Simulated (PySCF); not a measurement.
Dipole response of In (indium, neutral)

[Kr] 4d10 5s2 5p1, 2P determinant. Calculation: PySCF 2.14, in x2c-QZVPPall with one added diffuse shell each of s, p, d, f type (14s10p8d5f1g, 128 functions); scalar relativity by spin-free X2C-1e. Coupled (time-dependent) response in atomic units; α is the mean over directions.

| method | mean α (bohr³) | α xx, yy, zz | C₆ (like pair) | S(−4) |
| --- | --- | --- | --- | --- |
| PBE0 | 75.02 | 58.31, 108.5, 58.31 | 778.8 | 3596 |

S(−4) is the Cauchy moment in α(ω) = α(0) + S(−4) ω² + …

Reference α: 65 ± 4 bohr³ (recommended; Schwerdtfeger and Nagle, table of static dipole polarizabilities (2023 update)). Published C₆: 779.0 (Chu and Dalgarno (2004); Tang, Norbeck and Certain (1976)).

Spin-orbit coupling is absent.

α(iu) at PBE0:

```
u (hartree)  α(iu) (bohr³)
          0          75.02
     0.0500          67.45
      0.100          53.82
      0.200          33.52
      0.300          22.43
      0.500          12.33
      0.750          7.486
       1.00          5.274
       1.50          3.223
       2.00          2.245
       3.00          1.297
       5.00         0.5989
```

The components differ because the open shell of this determinant is not spherical; for a pure term their mean is the scalar polarisability.
